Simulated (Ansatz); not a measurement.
Input for Ansatz (a first-principles code): R-B3LYP/def2-TZVPP on C2H3B (SMILES BC#C), atoms moved off the minimum.

Ansatz 0.2 input:
```yaml
crystal:
  periodic: [false, false, false]
  atoms:
    - {symbol: B, position_ang: [-1.20613788, -0.11441713, -0.67233282]}
    - {symbol: C, position_ang: [0.06024121, -0.00424658, 0.00869617]}
    - {symbol: C, position_ang: [1.10169710, -0.04583279, 0.56756756]}
    - {symbol: H, position_ang: [1.95307070, 0.07830492, 1.10289741]}
    - {symbol: H, position_ang: [-1.98532883, 0.92411672, -0.75267209]}
    - {symbol: H, position_ang: [-1.47282451, -1.00591831, -1.37933356]}
basis:
  gaussian:
    orbitals: def2-TZVPP
hamiltonian:
  xc: {name: B3LYP}
scf: {lower_state_search: off}
output: {forces: true}
```

The head of its log:

```
WARN ansatz: RAYON_NUM_THREADS=1 ignored (pool sized by the plan → 1); use --threads N
Functional definition: B3LYP
these checks for a lower state are left out or cut short: stability, starts, cluster_reference, orbital_swaps, neighbouring_geometries, increment
integrals: 0.03 GiB planned
706 factors; their error is unknown
mean field: 0.38 GiB planned
mean field evaluation 1: about -2792.2926 eV, gradient 4.7e1 eV
mean field evaluation 2: about -2790.4689 eV, gradient 5.2e1 eV
```

Question: Predict the final total energy.

Answer: -102.8140 hartree.
